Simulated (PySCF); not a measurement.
**Excitation energy of W⁺ by level of theory**

W⁺ [Xe] 4f14 5d4 6s1 (6D) → W⁺ [Xe] 4f14 5d3 6s2 (4F), as a difference of total energies. Calculation: PySCF 2.14, in aug-cc-pVTZ-PP with one added diffuse shell each of s, p, d, f, g type with ECP60MDF (7s7p6d4f3g, 113 functions); a scalar-relativistic core potential. Correlated levels: valence: 5s2 5p6 frozen. The calculations carry no spin-orbit coupling.

```json
{"method": "UHF", "excitation energy (cm⁻¹)": "19885"}
{"method": "LDA", "excitation energy (cm⁻¹)": "14323"}
{"method": "PBE", "excitation energy (cm⁻¹)": "16139"}
{"method": "PBE0", "excitation energy (cm⁻¹)": "17012"}
{"method": "r2SCAN", "excitation energy (cm⁻¹)": "19571"}
{"method": "r2SCANh", "excitation energy (cm⁻¹)": "19334"}
{"method": "BP86", "excitation energy (cm⁻¹)": "14986"}
{"method": "SCS-MP2 (valence)", "excitation energy (cm⁻¹)": "9240.6"}
```

Q: Estimate what wB97M-V gives.

A: 12390 cm⁻¹, closest to LDA among the rows shown.

Q: Estimate what MP2 (valence) gives.

A: 14601 cm⁻¹, closest to LDA among the rows shown.
